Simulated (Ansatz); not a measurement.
A nudged elastic band was laid between two geometries of C3H5AlO (10 atoms, charge 0, multiplicity 1).

Method: RKS PBE0/STO-3G (Ansatz 0.2.0).

```
movable images  : 7
climbing image  : yes
spring          : 5.0 eV/Å²
optimiser       : quadratic models (default)
start path      : through a guess of the saddle point
force threshold : 0.05 eV/Å
iteration limit : 60
end points      : relaxed
```

Initial state:

```xyz
10
Properties=species:S:1:pos:R:3
C -1.440 -0.643 0.189
C -0.069 -0.015 -0.047
C 1.031 0.068 0.744
Al 1.758 0.969 -0.704
O 0.138 0.613 -1.323
H -2.232 0.116 0.103
H -1.491 -1.094 1.187
H -1.644 -1.419 -0.563
H 1.120 -0.330 1.753
H 2.912 1.683 -1.336
```

Final state:

```xyz
10
Properties=species:S:1:pos:R:3
C -1.459 -0.584 0.230
C -0.076 0.008 -0.032
C 1.139 -0.273 0.505
Al 1.729 1.062 -0.639
O -0.001 1.054 -1.015
H -1.864 -1.037 -0.687
H -2.160 0.200 0.550
H -1.407 -1.353 1.011
H 1.339 -1.023 1.267
H 2.845 1.895 -1.187
```

(1) What changes between the two ends?

(2) What energy profile does the band end with?

(3) What is the geometry of the highest image?

(4) What are the harmonic wavenumbers there?

The band took 6 iterations and of the order of 90 core-seconds.

Answers

(1) No bond is made or broken. The dihedral H8–C1–C2–O5 goes from 59 to -179°. The two ends are copies of one structure, up to a mirror image or an exchange of like atoms.

(2) The run converged. The highest image is number 4 of 0 to 8, 0.031 eV above the ends, which have the same energy within 2 meV. A vibrational analysis at the climbing image gives one clearly imaginary mode, 109i cm⁻¹: a first-order saddle point. Limits of this set-up: minimal basis.

```tsv
image	path coordinate (Å)	energy (eV)	dihedral H8–C1–C2–O5 (°)
0	0.00	0.000	59
1	0.40	0.005	74
2	0.79	0.016	90
3	1.19	0.027	105
4	1.58	0.031	121
5	1.98	0.026	136
6	2.38	0.015	152
7	2.78	0.004	167
8	3.17	0.000	-179
```

(3) 
```xyz
10
Properties=species:S:1:pos:R:3
C -1.458 -0.600 0.216
C -0.078 0.013 -0.035
C 1.119 -0.188 0.576
Al 1.732 1.048 -0.659
O 0.016 0.976 -1.095
H -2.190 -0.195 -0.495
H -1.801 -0.379 1.237
H -1.424 -1.692 0.103
H 1.306 -0.869 1.402
H 2.862 1.835 -1.247
```

(4) 109i, 123, 343, 509, 569, 596, 643, 724, 775, 847, 1010, 1085, 1136, 1160, 1398, 1556, 1679, 1682, 1731, 2530, 3349, 3513, 3519, 3535 cm⁻¹.

The run took 94 s on 1 thread of Arm Neoverse V1 (shared host), peak memory 0.2 GiB.
